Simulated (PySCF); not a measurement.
Cl2HSi, SMILES Cl[SiH]Cl (connectivity only; charge and spin as stated), charge +1, multiplicity 1.

Geometry: PBE0-D3(BJ)/def2-TZVP. The multiplicity is an assumed one; other spin states were not compared. The isomer is the one that the SMILES or the coordinates give; other isomers of the formula were not compared.

Vertical ionisation energy (IE) and electron affinity (EA) in eV. Rows of orbital energies are one-electron estimates. Where ΔSCF, EOM or ADC give a negative EA the extra electron is unbound and the value depends on the basis.

```csv
level,IE,EA
"−ε(HOMO), −ε(LUMO), PBE0/def2-TZVPD (PySCF)",15.96,8.89
ADC(2)/aug-cc-pVDZ (PySCF),?,?
```

Problem. Fill in the missing entries. (An estimate is asked for; the answer gives what the named calculation found.)

Solution. 
- ADC(2)/aug-cc-pVDZ (PySCF), IE: 18.04
- ADC(2)/aug-cc-pVDZ (PySCF), EA: 6.83

Problem. Beyond the first one, list the lowest photoelectron lines from ADC(2)/aug-cc-pVDZ (PySCF) with their pole strengths (two spins summed). (Estimate from the structure and the level; the computed values follow.)

Solution. 18.38 eV (1.81), 18.41 eV (1.81), 19.40 eV (1.81), 20.89 eV (1.80), 21.06 eV (1.81).
